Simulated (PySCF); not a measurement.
Isomers of C5H12O2Si, from PBE0-D3(BJ)/def2-SVP geometry optimisation, gas phase (PySCF 2.14.0). One conformer each, no zero-point energy, no frequencies.

Question: Which isomer lies lowest at this level?
A. `[SiH3:1][CH2:2][C@@H:3]1[CH2:4][CH2:5][O:6][CH2:7][O:8]1` with Si1–C2–C3–C4 169°, C2–C3–C4–C5 -173°, C3–C4–C5–O6 53°, C4–C5–O6–C7 -56°, C5–O6–C7–O8 60°: A = 3973, B = 975.5, C = 825.9 MHz, dipole 2.13 D
B. `[CH3:1][CH2:2][O:3][C@@H:4]1[CH2:5][CH2:6][SiH2:7][O:8]1` with C1–C2–O3–C4 -179°, C2–O3–C4–C5 -177°, O3–C4–C5–C6 -75°, C4–C5–C6–Si7 -33°, C5–C6–Si7–O8 13°, C6–Si7–O8–C4 12°: A = 3116, B = 1086, C = 995.5 MHz, dipole 0.80 D
C. `[CH3:1][O:2][SiH2:3][O:4][CH2:5][CH:6]1[CH2:7][CH2:8]1` with C1–O2–Si3–O4 63°, O2–Si3–O4–C5 63°, Si3–O4–C5–C6 81°, O4–C5–C6–C7 75°: A = 4620, B = 729.2, C = 689.5 MHz, dipole 0.97 D
D. `[CH3:1][CH:2]([CH3:3])[CH2:4][C:5](=[O:6])[O:7][SiH3:8]` with C1–C2–C4–C5 168°, C2–C4–C5–O6 -15°, C4–C5–O7–Si8 178°: A = 4693, B = 732.9, C = 691.3 MHz, dipole 1.34 D

Answer: D. That is `CC(C)CC(=O)O[SiH3]`, 11.6 kcal/mol below the next.

| SMILES | mapped SMILES | E (Eh) | relative (kcal/mol) | relative (kJ/mol) | dipole (D) |
| --- | --- | --- | --- | --- | --- |
| CC(C)CC(=O)O[SiH3] | [CH3:1][CH:2]([CH3:3])[CH2:4][C:5](=[O:6])[O:7][SiH3:8] | -636.89750 | 0.0 | 0.0 | 1.34 |
| CCO[C@@H]1CC[SiH2]O1 | [CH3:1][CH2:2][O:3][C@@H:4]1[CH2:5][CH2:6][SiH2:7][O:8]1 | -636.87902 | 11.6 | 48.5 | 0.80 |
| CO[SiH2]OCC1CC1 | [CH3:1][O:2][SiH2:3][O:4][CH2:5][CH:6]1[CH2:7][CH2:8]1 | -636.86704 | 19.1 | 80.0 | 0.97 |
| [SiH3]C[C@@H]1CCOCO1 | [SiH3:1][CH2:2][C@@H:3]1[CH2:4][CH2:5][O:6][CH2:7][O:8]1 | -636.82958 | 42.6 | 178.3 | 2.13 |

As drawn, the lowest has a C=O bond, a C(=O)–O unit and an Si–O bond, which the highest lacks; the highest has an Si–C bond, which the lowest lacks.
